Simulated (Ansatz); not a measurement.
Compare A (`F[C]1([GeH3])O[SiH2]1`) with its isomer B (`F[C@H]1O[Si@H]1[GeH3]`).

Computed with Ansatz on PBE0-D4/def2-TZVP structures; ΔE is electronic, products minus reactants. CCSD(T)/CBS adds triple-zeta CCSD(T) − MP2 to the extrapolated MP2 energy (def2 sets, frozen cores). Functionals use def2-TZVPP. B3LYP here is the variant with VWN-RPA as its local correlation; programs differ in this. For Ge outer-core shells are correlated without core-valence functions, which leaves a few kJ/mol of doubt a bond. Scalar relativity is left out up to krypton.

Which is lower in electronic energy at CCSD(T)/CBS, and by how much? (Estimate.)

Ansatz gave: B, by 9.9 kcal/mol.

Give E(B) − E(A) in kcal/mol with B3LYP-D4, B3LYP, PBE-D4, PBE0-D4, r2SCAN-D4, B2PLYP, BLYP-D4. (An estimate is asked.)

Computed: B3LYP-D4 -10.4, B3LYP -10.9, PBE-D4 -11.9, PBE0-D4 -12.3, r2SCAN-D4 -11.1, B2PLYP -10.0, BLYP-D4 -9.9. None reverses the order clearly.

Does the order hold for the free energy at 298.15 K (harmonic terms from PBE0-D4)? (Estimate.)

The calculation gave: Yes: G(B) − G(A) = -8.5 kcal/mol.

Largest T1 diagnostic: 0.015.

In def2-TZVPP, CCSD(T) changes the Hartree–Fock value by +0.8 kcal/mol (the triples alone add +0.3 kcal/mol) and MP2 by +1.5 kcal/mol. Leaving LDA and LC-ωPBE aside and taking each functional with its dispersion term where it has one, the values, not all of them listed here, spread over 2.4 kcal/mol, from HSE06-D4 to ωB97M-V.
